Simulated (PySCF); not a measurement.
Here is a computed PBE0-D3(BJ)/def2-SVP geometry (Å):
```
atom  x, y, z in Å
C1     3.416    0.112   -1.155
C2     2.444   -0.584   -0.569
C3     1.191    0.015    0.005
C4     1.048   -0.269    1.503
C5    -0.293    0.216    2.034
C6    -1.446   -0.363    1.242
N7    -1.345   -0.081   -0.239
C8    -1.531    1.371   -0.513
C9    -2.417   -0.834   -0.945
C10   -0.004   -0.551   -0.755
H11    4.312   -0.382   -1.537
H12    3.361    1.200   -1.268
H13    2.545   -1.673   -0.466
H14    1.238    1.106   -0.156
H15    1.877    0.204    2.049
H16    1.143   -1.356    1.673
H17   -0.434   -0.092    3.082
H18   -0.339    1.317    2.042
H19   -2.420    0.023    1.572
H20   -1.465   -1.460    1.334
H21   -0.760    1.953    0.001
H22   -1.459    1.540   -1.594
H23   -2.522    1.675   -0.154
H24   -2.286   -1.907   -0.759
H25   -2.348   -0.634   -2.021
H26   -3.394   -0.508   -0.567
H27   -0.018   -1.649   -0.673
H28    0.037   -0.290   -1.822
```

Charge +1, singlet.

Which heavy atoms are bonded, and with what formal order?

C1–C2 1.33 Å (double); C2–C3 1.50 Å (single); C3–C4 1.53 Å (single); C4–C5 1.52 Å (single); C5–C6 1.51 Å (single); C6–N7 1.51 Å (single); N7–C8 1.49 Å (single); N7–C9 1.49 Å (single); N7–C10 1.51 Å (single); C3–C10 1.53 Å (single). Bonds to hydrogen (Å): C1–H11 1.09; C1–H12 1.09; C2–H13 1.10; C3–H14 1.10; C4–H15 1.10; C4–H16 1.10; C5–H17 1.10; C5–H18 1.10; C6–H19 1.10; C6–H20 1.10; C8–H21 1.09; C8–H22 1.10; C8–H23 1.10; C9–H24 1.10; C9–H25 1.10; C9–H26 1.10; C10–H27 1.10; C10–H28 1.10.

Give the structure as a SMILES string.

`C=C[C@@H]1CCC[N+](C)(C)C1`, [C9H18N]+.

Name the point group.

C1 (no symmetry element, even within 0.4 Å).

Which rings does it hold (smallest set)?

C3–C4–C5–C6–N7–C10 (6 members, 0.22 Å rms from planarity).

Classify the heavy atoms.

C1: terminal =CH2 carbon; C2: alkene CH carbon; C3: allylic carbon; C4: ring CH2 carbon; C5: ring CH2 carbon; C6: sp3 carbon bound to nitrogen; N7: ammonium nitrogen; C8: N-methyl carbon; C9: N-methyl carbon; C10: sp3 carbon bound to nitrogen.

What is the arrangement about C6?

It has 4 neighbours (C5, N7, H19, H20) and is distorted tetrahedral (angles from 105.6° to 113.0°).

What is the arrangement about C10?

It has 4 neighbours (N7, C3, H27, H28) and is distorted tetrahedral (angles from 105.9° to 114.2°).
